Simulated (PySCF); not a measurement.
FIZn, singlet, at a GFN2-xTB geometry (such geometries of metal compounds can be far from the true shape) (core potentials on I); DF-B3LYP/def2-SVPD in PySCF.

PySCF was given this input:
```python
from pyscf import gto, scf, dft

mol = gto.M(
    atom='''
Zn    1.19336728   -0.05766029   -0.45160904
F     1.94222506    0.78308195   -1.70518022
I    -1.00530271   -0.10033828    0.54518667
''',
    basis='def2-svpd',
    ecp={'I': 'def2-svpd'},
    verbose=4,
    max_memory=1800,
)

mf = dft.RKS(mol)
mf.xc = 'b3lyp'
mf = mf.density_fit(auxbasis='def2-universal-jkfit')
mf.kernel()
```

Output, abridged:

```
PySCF version 2.14.0

[INPUT] verbose = 4
[INPUT] num. atoms = 3
[INPUT] num. electrons = 64
[INPUT] charge = 0
[INPUT] spin (= nelec alpha-beta = 2S) = 0
[INPUT] symmetry False subgroup None
[INPUT] Mole.unit = angstrom
[INPUT] Symbol           X                Y                Z      unit          X                Y                Z       unit  Magmom
[INPUT]  1 Zn     1.193367280000  -0.057660290000  -0.451609040000 AA    2.255137325217  -0.108962156363  -0.853417400978 Bohr   0.0
[INPUT]  2 F      1.942225060000   0.783081950000  -1.705180220000 AA    3.670273435667   1.479810418590  -3.222323608826 Bohr   0.0
[INPUT]  3 I     -1.005302710000  -0.100338280000   0.545186670000 AA   -1.899746794183  -0.189611869010   1.030253493064 Bohr   0.0

nuclear repulsion = 280.407306591625
number of shells = 34
number of NR pGTOs = 179
number of NR cGTOs = 92
basis = def2-svpd
ecp = {'I': 'def2-svpd'}

******** <class 'pyscf.df.df_jk.DFRKS'> ********
method = DFRKS
initial guess = minao
damping factor = 0
level_shift factor = 0
DIIS = <class 'pyscf.scf.diis.CDIIS'>
diis_start_cycle = 1
diis_space = 8
diis_damp = 0
SCF conv_tol = 1e-09
SCF conv_tol_grad = None
SCF max_cycles = 50
direct_scf = False
XC library pyscf.dft.libxc version 7.1.2
    S. Lehtola, C. Steigemann, M. J. T. Oliveira, and M. A. L. Marques,  SoftwareX 7, 1–5 (2018)
XC functionals = b3lyp
    P. J. Stephens, F. J. Devlin, C. F. Chabalowski, and M. J. Frisch,  J. Phys. Chem. 98, 11623 (1994)
radial grids:
    Treutler-Ahlrichs [JCP 102, 346 (1995); DOI:10.1063/1.469408] (M4) radial grids

becke partition: Becke, JCP 88, 2547 (1988); DOI:10.1063/1.454033
pruning grids: <function nwchem_prune>
grids dens level: 3
symmetrized grids: False
atomic radii adjust function: <function treutler_atomic_radii_adjust>
small_rho_cutoff = 0
Set gradient conv threshold to 3.16228e-05
Initial guess from minao.
tot grids = 56864
******** <class 'pyscf.df.df.DF'> ********
auxbasis = def2-universal-jkfit
init E= -2145.25575430741
  HOMO = -0.722660081645046  LUMO = -0.578402192012639  gap/eV = 3.92546
cycle= 1 E= -2175.04491750566  delta_E= -29.8  |g|= 3.18  |ddm|= 9.25
  HOMO = -0.0543747417116031  LUMO = -0.0269381282886488  gap/eV = 0.74659
cycle= 2 E= -2171.8422857287  delta_E=  3.2  |g|= 3.66  |ddm|=   10
  HOMO = -0.171216568456391  LUMO = -0.100392135460986  gap/eV = 1.92723
cycle= 3 E= -2176.27797244617  delta_E= -4.44  |g|= 1.47  |ddm|=  7.3
  HOMO = -0.345306017238992  LUMO = -0.13328794293249  gap/eV = 5.76931
cycle= 4 E= -2176.74896996156  delta_E= -0.471  |g|= 0.698  |ddm|=  1.7
  HOMO = -0.252493100065639  LUMO = -0.13190935517197  gap/eV = 3.28125
cycle= 5 E= -2176.80346408472  delta_E= -0.0545  |g|= 0.326  |ddm|= 1.01
  HOMO = -0.27287829684044  LUMO = -0.114466470826841  gap/eV = 4.31061
cycle= 6 E= -2176.83235727274  delta_E= -0.0289  |g|= 0.111  |ddm|= 0.462
  HOMO = -0.284882261401396  LUMO = -0.115445082196509  gap/eV = 4.61062
cycle= 7 E= -2176.83458356817  delta_E= -0.00223  |g|= 0.0412  |ddm|= 0.124
  HOMO = -0.283146702873612  LUMO = -0.116287240226882  gap/eV = 4.54048
cycle= 8 E= -2176.83488869545  delta_E= -0.000305  |g|= 0.00903  |ddm|= 0.0417
  HOMO = -0.283270249872764  LUMO = -0.115552540252651  gap/eV = 4.56383
cycle= 9 E= -2176.83491373397  delta_E= -2.5e-05  |g|= 0.00143  |ddm|= 0.013
  HOMO = -0.283137395869671  LUMO = -0.115626195512824  gap/eV = 4.55821
cycle= 10 E= -2176.83491431966  delta_E= -5.86e-07  |g|= 0.000178  |ddm|= 0.00207
  HOMO = -0.283147775976481  LUMO = -0.115648245071071  gap/eV = 4.55789
cycle= 11 E= -2176.8349143269  delta_E= -7.24e-09  |g|= 5.41e-05  |ddm|= 0.000341
  HOMO = -0.283149256918879  LUMO = -0.115641101897602  gap/eV = 4.55813
cycle= 12 E= -2176.83491432774  delta_E= -8.38e-10  |g|= 9.91e-06  |ddm|= 7.97e-05
  HOMO = -0.283148710683253  LUMO = -0.115639999834514  gap/eV = 4.55814
Extra cycle  E= -2176.83491432775  delta_E= -1.27e-11  |g|= 1.08e-05  |ddm|= 2.53e-05
converged SCF energy = -2176.83491432775
```
